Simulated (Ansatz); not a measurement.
Relaxation of C2H10GaSi (14 atoms, charge 0, multiplicity 2), to a largest force component of 0.03 eV/Å in at most 50 steps.

All numbers below come from Ansatz, UKS PBE/def2-SVP.

```xyz
14
Properties=species:S:1:pos:R:3:forces:R:3
Ga 0.004 0.013 -0.204 0.00 0.01 -0.40
H -0.009 -0.017 1.379 0.00 -0.01 0.39
C 1.752 0.022 -1.145 0.00 0.00 0.01
H 2.093 -1.030 -1.268 0.00 0.00 0.00
H 1.686 0.470 -2.157 0.00 0.00 0.00
H 2.530 0.549 -0.559 0.00 0.00 -0.01
C -1.740 0.005 -1.152 0.00 0.00 0.01
H -2.308 -0.910 -0.881 0.00 0.00 0.00
H -2.354 0.867 -0.816 0.00 0.00 0.00
H -1.640 0.048 -2.254 0.01 0.00 0.00
Si -0.002 -0.005 4.039 0.00 0.00 0.02
H -0.772 -1.205 4.527 -0.01 -0.01 0.00
H 1.420 -0.070 4.535 0.02 0.00 0.00
H -0.660 1.261 4.526 -0.01 0.01 0.00
```

Q: Where does it end, and by what steps?

A: The run converged. The force dipped under the threshold on the way, but the program's further checks kept it going. After 33 steps the energy has fallen by 0.548 eV; H12 moved furthest, 2.00 Å. Parted: Ga1–H2 (1.58 → 2.18 Å). Joined: H2–Si11 (2.66 → 1.53 Å).

```json
{"step": "0", "energy less start (eV)": "0.0000", "largest force component (eV/Å)": "0.397", "accepted": "yes"}
{"step": "2", "energy less start (eV)": "-0.0074", "largest force component (eV/Å)": "0.023", "accepted": "yes"}
{"step": "4", "energy less start (eV)": "-0.0208", "largest force component (eV/Å)": "0.151", "accepted": "yes"}
{"step": "6", "energy less start (eV)": "-0.0406", "largest force component (eV/Å)": "0.261", "accepted": "yes"}
{"step": "8", "energy less start (eV)": "-0.1418", "largest force component (eV/Å)": "0.463", "accepted": "yes"}
{"step": "10", "energy less start (eV)": "-0.2934", "largest force component (eV/Å)": "0.496", "accepted": "yes"}
{"step": "12", "energy less start (eV)": "-0.4247", "largest force component (eV/Å)": "0.213", "accepted": "yes"}
{"step": "14", "energy less start (eV)": "-0.4614", "largest force component (eV/Å)": "0.340", "accepted": "yes"}
{"step": "16", "energy less start (eV)": "-0.4819", "largest force component (eV/Å)": "0.065", "accepted": "yes"}
{"step": "18", "energy less start (eV)": "-0.4895", "largest force component (eV/Å)": "0.142", "accepted": "yes"}
{"step": "20", "energy less start (eV)": "-0.5066", "largest force component (eV/Å)": "0.118", "accepted": "yes"}
{"step": "22", "energy less start (eV)": "-0.5170", "largest force component (eV/Å)": "0.107", "accepted": "yes"}
{"step": "24", "energy less start (eV)": "-0.5280", "largest force component (eV/Å)": "0.117", "accepted": "yes"}
{"step": "26", "energy less start (eV)": "-0.5361", "largest force component (eV/Å)": "0.094", "accepted": "yes"}
{"step": "28", "energy less start (eV)": "-0.5436", "largest force component (eV/Å)": "0.069", "accepted": "yes"}
{"step": "30", "energy less start (eV)": "-0.5466", "largest force component (eV/Å)": "0.054", "accepted": "yes"}
{"step": "32", "energy less start (eV)": "-0.5473", "largest force component (eV/Å)": "0.012", "accepted": "yes"}
{"step": "33", "energy less start (eV)": "-0.5480", "largest force component (eV/Å)": "0.019", "accepted": "yes"}
```

```xyz
14
Properties=species:S:1:pos:R:3
Ga -0.003 0.964 -0.419
H -0.036 1.054 1.760
C 1.717 -0.083 -0.589
H 1.594 -1.118 -0.204
H 1.969 -0.146 -1.669
H 2.564 0.406 -0.069
C -1.761 0.013 -0.713
H -1.717 -1.021 -0.312
H -2.613 0.551 -0.256
H -1.938 -0.046 -1.807
Si 0.041 0.079 2.938
H -0.582 -1.225 2.533
H 1.484 -0.117 3.299
H -0.719 0.689 4.080
```

Whether the end is a true minimum wasn't checked by a vibrational analysis.

The run took 35 s on 4 threads of AMD EPYC 9R45 96-Core Processor (Zen 5), on a shared host, peak memory 0.24 GiB.
